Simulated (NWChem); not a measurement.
System: SiNH5O; SMILES N[SiH2]O

NWChem printed, in part:

```
             Northwest Computational Chemistry Package (NWChem) 7.3.0
             --------------------------------------------------------

                             Geometry "geometry" -> ""
                             -------------------------

 Output coordinates in angstroms (scale by  1.889725989 to convert to a.u.)

  No.       Tag          Charge          X              Y              Z
 ---- ---------------- ---------- -------------- -------------- --------------
    1 Si                  14.0000    -0.46895138     0.02973394    -0.01154376
    2 N                    7.0000     0.40778362    -1.44365006     0.01141924
    3 O                    8.0000     0.55083662     1.35422794    -0.01253576
    4 H                    1.0000    -1.34100538     0.11077894     1.20378224
    5 H                    1.0000    -1.30293638    -0.01038706    -1.25168576
    6 H                    1.0000     0.78743862    -1.80610006    -0.86781176
    7 H                    1.0000     1.02383162    -1.66109306     0.80053924
    8 H                    1.0000     0.13681262     2.22225294     0.29714024

 Effective nuclear repulsion energy (a.u.)     118.6025236988

                                Z-matrix (autoz)
                                --------

 Units are Angstrom for bonds and degrees for angles

      Type          Name      I     J     K     L     M      Value
      ----------- --------  ----- ----- ----- ----- ----- ----------
    1 Stretch                  1     2                       1.71466
    2 Stretch                  1     3                       1.67160
    3 Stretch                  1     4                       1.49802
    4 Stretch                  1     5                       1.49502
    5 Stretch                  2     6                       1.02399
    6 Stretch                  2     7                       1.02445
    7 Stretch                  3     8                       1.01034
    8 Bend                     1     2     6               118.83113
    9 Bend                     1     2     7               120.01182
   10 Bend                     1     3     8               115.50328
   11 Bend                     2     1     3               111.64944
   12 Bend                     2     1     4               109.46805
   13 Bend                     2     1     5               105.85971
   14 Bend                     3     1     4               108.22545
   15 Bend                     3     1     5               111.16725
   16 Bend                     4     1     5               110.46813
   17 Bend                     6     2     7               111.30346
   18 Torsion                  2     1     3     8        -159.31831
   19 Torsion                  3     1     2     6         -81.23005
   20 Torsion                  3     1     2     7          61.60389
   21 Torsion                  4     1     2     6         158.95448
   22 Torsion                  4     1     2     7         -58.21159
   23 Torsion                  4     1     3     8         -38.77348
   24 Torsion                  5     1     2     6          39.87685
   25 Torsion                  5     1     2     7        -177.28921
   26 Torsion                  5     1     3     8          82.71272

                           NWChem Geometry Optimization
                           ----------------------------

 maximum gradient threshold         (gmax) =   0.000015
 rms gradient threshold             (grms) =   0.000010
 maximum cartesian step threshold   (xmax) =   0.000060
 rms cartesian step threshold       (xrms) =   0.000040
 fixed trust radius                (trust) =   0.300000
 source of zmatrix                         =   autoz

          -------------------
          Energy Minimization
          -------------------

 Using diagonal initial Hessian
 Scaling for Hessian diagonals: bonds = 1.00  angles = 0.25  torsions = 0.10

          --------
          Step   0

                                 NWChem DFT Module
                                 -----------------

 Summary of "ao basis" -> "ao basis" (spherical)
 ------------------------------------------------------------------------------
       Tag                 Description            Shells   Functions and Types
 ---------------- ------------------------------  ------  ---------------------
 Si                         def2-svp                 8       18   4s3p1d
 N                          def2-svp                 6       14   3s2p1d
 O                          def2-svp                 6       14   3s2p1d
 H                          def2-svp                 3        5   2s1p

            General Information
            -------------------
          SCF calculation type: DFT
          Wavefunction type:  closed shell.
          No. of atoms     :     8
          No. of electrons :    34
           Alpha electrons :    17
            Beta electrons :    17
          Charge           :     0
          Spin multiplicity:     1
          Use of symmetry is: off; symmetry adaption is: off
          Maximum number of iterations: 150
          AO basis - number of functions:    71
                     number of shells:    35
          Convergence on energy requested:  1.00D-06
          Convergence on density requested:  1.00D-05
          Convergence on gradient requested:  5.00D-04

              XC Information
              --------------
                         PBE0 Method XC Functional
                     Hartree-Fock (Exact) Exchange  0.250
          PerdewBurkeErnzerhof Exchange Functional  0.750
            Perdew 1991 LDA Correlation Functional  1.000 local
           PerdewBurkeErnz. Correlation Functional  1.000 non-local

             Grid Information
             ----------------
          Grid used for XC integration:  fine
          Radial quadrature: Mura-Knowles
          Angular quadrature: Lebedev.
          Tag              B.-S. Rad. Rad. Pts. Rad. Cut. Ang. Pts.
          ---              ---------- --------- --------- ---------
          Si                  1.10      123           8.0       770
          N                   0.65       70          10.0       590
          O                   0.60       70          10.0       590
          H                   0.35       60          11.0       590
          Grid pruning is: on
          Number of quadrature shells:   563
          Spatial weights used:  Erf1

      Superposition of Atomic Density Guess
      -------------------------------------

 Sum of atomic energies:        -420.17027483

      Non-variational initial energy
      ------------------------------

 Total energy =    -421.255601
 1-e energy   =    -814.965371
 2-e energy   =     275.107246
 HOMO         =      -0.362636
 LUMO         =       0.066023

   convergence    iter        energy       DeltaE   RMS-Dens  Diis-err
 ---------------- ----- ----------------- --------- --------- ---------
 d= 0,ls=0.0,diis     1   -422.0039678815 -5.41D+02  1.53D-02  6.12D-01
 d= 0,ls=0.0,diis     2   -421.9722177207  3.18D-02  8.96D-03  9.97D-01
 d= 0,ls=0.0,diis     3   -422.0701685757 -9.80D-02  1.30D-03  1.78D-02
 d= 0,ls=0.0,diis     4   -422.0715689251 -1.40D-03  4.86D-04  2.78D-03
 d= 0,ls=0.0,diis     5   -422.0718459658 -2.77D-04  1.06D-04  2.00D-04
  Resetting Diis
 d= 0,ls=0.0,diis     6   -422.0718672356 -2.13D-05  1.31D-05  4.43D-07
 d= 0,ls=0.0,diis     7   -422.0718672959 -6.03D-08  5.32D-06  5.94D-08

         Total DFT energy =     -422.071867295923
      One electron energy =     -818.276551623571
           Coulomb energy =      315.657826646014
    Exchange-Corr. energy =      -38.055666017148
 Nuclear repulsion energy =      118.602523698781

 Numeric. integr. density =       33.999999958697

                       DFT Final Molecular Orbital Analysis
                       ------------------------------------

 Vector   15  Occ=2.000000D+00  E=-3.415040D-01
              MO Center=  4.1D-02,  7.3D-01,  1.9D-01, r^2= 2.5D+00
   Bfn.  Coefficient  Atom+Function         Bfn.  Coefficient  Atom+Function
  ----- ------------  ---------------      ----- ------------  ---------------
    36      0.478112  3 O  px                39      0.345898  3 O  px
    47      0.230102  4 H  s                  8     -0.175689  1 Si px
    23      0.150347  2 N  py                35      0.147754  3 O  s
    48      0.139740  4 H  s                 21     -0.123262  2 N  s
    26     -0.109330  2 N  py                34      0.106079  3 O  s

[...]

      ----------------------
      Optimization converged
      ----------------------

  Step       Energy      Delta E   Gmax     Grms     Xrms     Xmax
  ---- ---------------- -------- -------- -------- -------- --------
@   35    -422.07416524 -1.2D-08  0.00001  0.00000  0.00001  0.00003
                                     ok       ok       ok       ok

                                Z-matrix (autoz)
                                --------

 Units are Angstrom for bonds and degrees for angles

      Type          Name      I     J     K     L     M      Value     Gradient
      ----------- --------  ----- ----- ----- ----- ----- ---------- ----------
    1 Stretch                  1     2                       1.71457   -0.00001
    2 Stretch                  1     3                       1.67130    0.00001
    3 Stretch                  1     4                       1.49604   -0.00000
    4 Stretch                  1     5                       1.49389   -0.00000
    5 Stretch                  2     6                       1.01354   -0.00000
    6 Stretch                  2     7                       1.01385   -0.00001
    7 Stretch                  3     8                       0.96155    0.00001
    8 Bend                     1     2     6               119.51535    0.00000
    9 Bend                     1     2     7               120.34565    0.00000
   10 Bend                     1     3     8               116.82189    0.00000
   11 Bend                     2     1     3               111.85816    0.00000
   12 Bend                     2     1     4               108.95173    0.00000
   13 Bend                     2     1     5               106.48441    0.00000
   14 Bend                     3     1     4               108.59568   -0.00000
   15 Bend                     3     1     5               110.58923   -0.00000
   16 Bend                     4     1     5               110.34531   -0.00000
   17 Bend                     6     2     7               110.83825   -0.00000
   18 Torsion                  2     1     3     8        -164.55153    0.00000
   19 Torsion                  3     1     2     6         -78.64079   -0.00000
   20 Torsion                  3     1     2     7          64.97921   -0.00000
   21 Torsion                  4     1     2     6         161.29101   -0.00000
   22 Torsion                  4     1     2     7         -55.08899    0.00000
   23 Torsion                  4     1     3     8         -44.27514    0.00000
   24 Torsion                  5     1     2     6          42.28015   -0.00000
   25 Torsion                  5     1     2     7        -174.09985   -0.00000
   26 Torsion                  5     1     3     8          76.93982   -0.00000

                         Geometry "geometry" -> "geometry"
                         ---------------------------------

 Output coordinates in angstroms (scale by  1.889725989 to convert to a.u.)

  No.       Tag          Charge          X              Y              Z
 ---- ---------------- ---------- -------------- -------------- --------------
    1 Si                  14.0000    -0.46911333     0.03148664    -0.00066018
    2 N                    7.0000     0.41171056    -1.43952460     0.00413843
    3 O                    8.0000     0.54199705     1.36222104     0.00683854
    4 H                    1.0000    -1.33494883     0.08332875     1.21826421
    5 H                    1.0000    -1.31034496     0.01782312    -1.23510028
    6 H                    1.0000     0.82293278    -1.77810685    -0.85814373
    7 H                    1.0000     0.98713812    -1.68938796     0.80059535
    8 H                    1.0000     0.14443855     2.20792338     0.23337154

 Effective nuclear repulsion energy (a.u.)     118.9461294406

                Final and change from initial internal coordinates
                --------------------------------------------------

                                Z-matrix (autoz)
                                --------

 Units are Angstrom for bonds and degrees for angles

[...]

 Rotational Constants
 --------------------
 A=   0.736147 cm-1  (  1.059128 K)
 B=   0.227335 cm-1  (  0.327077 K)
 C=   0.191284 cm-1  (  0.275209 K)

 Temperature                      =   298.15K
 frequency scaling parameter      =   1.0000

 Zero-Point correction to Energy  =   35.707 kcal/mol  (  0.056903 au)
 Thermal correction to Energy     =   39.134 kcal/mol  (  0.062364 au)
 Thermal correction to Enthalpy   =   39.726 kcal/mol  (  0.063307 au)

 Total Entropy                    =   71.977 cal/mol-K
   - Translational                =   38.324 cal/mol-K (mol. weight =  63.0140)
   - Rotational                   =   23.426 cal/mol-K (symmetry #  =        1)
   - Vibrational                  =   10.227 cal/mol-K

 Cv (constant volume heat capacity) =   17.760 cal/mol-K
   - Translational                  =    2.979 cal/mol-K
   - Rotational                     =    2.979 cal/mol-K
   - Vibrational                    =   11.802 cal/mol-K

[normal modes left out]

 ----------------------------------------------------------------------------
 Normal Eigenvalue ||           Projected Infra Red Intensities
  Mode   [cm**-1]  || [atomic units] [(debye/angs)**2] [(KM/mol)] [arbitrary]
 ------ ---------- || -------------- ----------------- ---------- -----------
    1       -0.000 ||    0.000176           0.004         0.172       0.024
    2       -0.000 ||    0.000174           0.004         0.170       0.024
    3       -0.000 ||    0.000035           0.001         0.034       0.005
    4       -0.000 ||    0.000023           0.001         0.022       0.003
    5        0.000 ||    0.000068           0.002         0.066       0.009
    6        0.000 ||    0.000013           0.000         0.013       0.002
    7       57.450 ||    0.057013           1.315        55.579       7.798
    8      250.262 ||    0.069698           1.608        67.945       9.533
    9      296.737 ||    0.076724           1.770        74.794      10.494
   10      426.787 ||    0.178149           4.110       173.669      24.367
   11      562.376 ||    0.045281           1.045        44.142       6.194
   12      750.651 ||    0.123125           2.841       120.029      16.841
   13      810.295 ||    0.092044           2.124        89.729      12.590
   14      830.314 ||    0.079934           1.844        77.924      10.933
   15      886.416 ||    0.034397           0.794        33.532       4.705
   16      902.819 ||    0.063241           1.459        61.650       8.650
   17      960.740 ||    0.155051           3.577       151.151      21.208
   18      994.609 ||    0.260003           5.998       253.464      35.563
   19     1547.069 ||    0.047308           1.091        46.118       6.471
   20     2219.398 ||    0.190227           4.389       185.442      26.019
   21     2233.333 ||    0.132368           3.054       129.039      18.105
   22     3615.675 ||    0.031758           0.733        30.960       4.344
   23     3714.278 ||    0.040521           0.935        39.502       5.542
   24     3930.231 ||    0.077320           1.784        75.376      10.576
 ----------------------------------------------------------------------------
```

Level: PBE0/def2-SVP. 

Problem. Which NWChem input produces such a log?

Solution. This is not unique; one that fits is the input that was run:
```
start job
memory heap 200 mb stack 900 mb global 1100 mb
geometry units angstroms noautosym
  Si    -0.442026     0.041899    -0.008684
  N      0.434709    -1.431485     0.014279
  O      0.577762     1.366393    -0.009676
  H     -1.314080     0.122944     1.206642
  H     -1.276011     0.001778    -1.248826
  H      0.814364    -1.793935    -0.864952
  H      1.050757    -1.648928     0.803399
  H      0.163738     2.234418     0.300000
end
basis spherical
  * library def2-svp
end
dft
  xc pbe0
  grid fine
  iterations 150
end
driver
  maxiter 120
  tight
end
task dft optimize
task dft freq
```
